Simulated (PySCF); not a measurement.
HHfO, doublet: computed properties

Method: UPBE0 in PySCF with Hf def2-TZVP with ECP60, O def2-TZVP, H def2-TZVP; scalar-relativistic core potentials, no spin–orbit coupling; density-fitted integrals.

The structure is a minimum.

```xyz
3
charge 0 multiplicity 2, angstrom
Hf   -0.0942   -0.0097    0.1013
O     1.0001    0.1035   -1.2392
H     1.0130    0.1048    1.5859
```

- Point group: Cs
- Bond lengths: Hf–H 1.856 Å, Hf–O 1.734 Å
- Bond angles: H–Hf–O 103.8°
- Heat capacity Cp at 298.15 K: 40.1 J/(mol K)
- Enthalpy at 298.15 K above 0 K: 10.57 kJ/mol
- Atomisation energy without zero-point energy: 1019 kJ/mol
- Rotational constants: 5.219, 0.3785, 0.3529 cm⁻¹
- Dipole moment: 4.75 D
- Zero-point energy: 19.0 kJ/mol
- Principal polarisabilities: 58.0, 74.7, 91.4 bohr³
- Principal quadrupole moments (Buckingham, traceless) about the centre of mass: -5.87, 0.87, 4.99 D Å
- Entropy at 298.15 K and 1 bar (electronic part: spin only): 268.7 J/(mol K)
- Lowest empty level (β): -2.62 eV
- Highest occupied level (α): -5.46 eV
- Rotational symmetry number: 1
- Spin squared ⟨S²⟩: 0.753

Harmonic modes (masses in u: Hf 179.947, O 15.995, H 1.008):
```csv
symmetry,ω (cm⁻¹),IR (km/mol),type
a',529,44.4,bend
a',967,170,stretch
a',1675,187,stretch
```

Charges (e):
| atom | Mulliken | Löwdin | polar tensor | spin (Mulliken) | Mayer order to Hf1 |
| --- | --- | --- | --- | --- | --- |
| Hf1 | 0.70 | 0.47 | 1.17 | 1.02 | – |
| O2 | -0.53 | -0.31 | -0.86 | -0.06 | 2.24 |
| H3 | -0.16 | -0.16 | -0.32 | 0.04 | 0.97 |

Mulliken populations on Hf1 (electrons outside its core potential): s 2.96, p 6.30, d 1.97, f 0.07.

Outer orbital energies (eV). α occupied: -23.53, -8.94, -8.86, -8.86, -8.44, -5.46; empty: -2.20, -2.11, -1.44, -0.78. β occupied: -23.59, -8.93, -8.90, -8.88, -8.24; empty: -2.62, -1.53, -1.35, -0.67.

This need not be the most stable arrangement of these atoms. With open d or f shells other occupations or spin states may lie lower. With an element this heavy the missing spin–orbit coupling can shift these numbers.

The final relaxation and frequency run took 33 s on 2 threads of a shared Arm Neoverse V2 host, with 77 basis functions and 14 gradients; the process peaked at 0.75 GiB.
